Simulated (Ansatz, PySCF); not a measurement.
Al(Cl)2(SMe) (CH3AlCl2S), SMILES C[S][Al]([Cl])[Cl]. Atoms are numbered in the order given.

```xyz
8

Al     0.0783    -0.0174     0.3851
Cl     0.0978    -0.8366     2.3115
Cl     0.9644     1.8591     0.0456
S     -0.8563    -1.1223    -1.2186
C     -0.6206    -0.0190    -2.6832
H     -0.0917     0.9059    -2.4212
H     -1.6108     0.2280    -3.0883
H     -0.0431    -0.5694    -3.4376
```

Geometry optimised at B3LYP-D3(BJ)/def2-SVP. One conformer was computed; it need not be the lowest.

Two levels are set side by side: PBE-D3(BJ)/def2-SVP (Ansatz, a program for electronic structure) and B3LYP-D3(BJ)/def2-SVP (Ansatz). Each level has its own optimised geometry; the coordinates shown are those of the second. Frequencies come from the Hessian of PySCF at each geometry. Differences are taken from unrounded values.

```json
[
 {"quantity": "mean bond length (Å)", "B3LYP-D3(BJ)": "1.643"},
 {"quantity": "bond Al1–Cl2 (Å)", "B3LYP-D3(BJ)": "2.093"},
 {"quantity": "bond Al1–Cl3 (Å)", "B3LYP-D3(BJ)": "2.103"},
 {"quantity": "bond Al1–S4 (Å)", "B3LYP-D3(BJ)": "2.160"},
 {"quantity": "bond S4–C5 (Å)", "B3LYP-D3(BJ)": "1.849"},
 {"quantity": "bond C5–H6 (Å)", "B3LYP-D3(BJ)": "1.097"},
 {"quantity": "bond C5–H7 (Å)", "B3LYP-D3(BJ)": "1.098"},
 {"quantity": "bond C5–H8 (Å)", "B3LYP-D3(BJ)": "1.098"},
 {"quantity": "highest harmonic wavenumber (cm⁻¹)", "B3LYP-D3(BJ)": "3172"},
 {"quantity": "mean harmonic wavenumber (cm⁻¹)", "B3LYP-D3(BJ)": "1035"},
 {"quantity": "zero-point energy (kcal/mol)", "B3LYP-D3(BJ)": "26.62"}
]
```

Problem. What does PBE-D3(BJ) give, and how far is it from B3LYP-D3(BJ)? (The exact figures need the calculation; the answer reports its results.)

Solution. 
```
quantity                            PBE-D3(BJ)  PBE-D3(BJ) minus B3LYP-D3(BJ)
----------------------------------  ----------  -----------------------------
mean bond length (Å)                     1.650                          0.007
bond Al1–Cl2 (Å)                         2.101                          0.008
bond Al1–Cl3 (Å)                         2.112                          0.009
bond Al1–S4 (Å)                          2.170                          0.010
bond S4–C5 (Å)                           1.847                         -0.001
bond C5–H6 (Å)                           1.106                          0.009
bond C5–H7 (Å)                           1.106                          0.008
bond C5–H8 (Å)                           1.106                          0.008
highest harmonic wavenumber (cm⁻¹)        3107                            -65
mean harmonic wavenumber (cm⁻¹)           1009                            -25
zero-point energy (kcal/mol)             25.98                          -0.65
```

Exact exchange shortens and stiffens bonds; PBE has none. Differences between two approximate levels are no errors against the true value.
